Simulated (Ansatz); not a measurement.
Consider the formal exchange of groups at the Se–Si bond: `F[Si](F)(F)[SeH]` + `O[SiH](O)F` → `O[Si](O)(F)[SeH]` + `F[SiH](F)F`.

Computed with Ansatz on PBE0-D4/def2-TZVP structures; ΔE is electronic, products minus reactants. CBS: MP2 limit from def2 TZ/QZ plus the TZ coupled-cluster correction, frozen cores. This one scheme is used for every species. DFT in def2-TZVPP. For Se outer-core shells are correlated without core-valence functions, which leaves a few kJ/mol of doubt a bond. Scalar relativity is left out up to krypton. Each species was taken in one conformer, which may not be the lowest.

| species | CAM-B3LYP energy (Eh) |
| --- | --- |
| `F[Si](F)(F)[SeH]` | -2991.63450 |
| `O[SiH](O)F` | -541.83689 |
| `O[Si](O)(F)[SeH]` | -2943.54688 |
| `F[SiH](F)F` | -589.92559 |

Work out ΔE.

ΔE = (-2943.54688) + (-589.92559) − (-2991.63450) − (-541.83689) = -0.00108 Eh = -0.03 eV. CCSD(T)/CBS gives -0.05 eV.

Largest T1 diagnostic among the species: 0.012.

Leaving LDA and LC-ωPBE aside and taking each functional with its dispersion term where it has one, the values, not all of them listed here, spread over 0.03 eV, from PBE-QIDH to B97M-V.
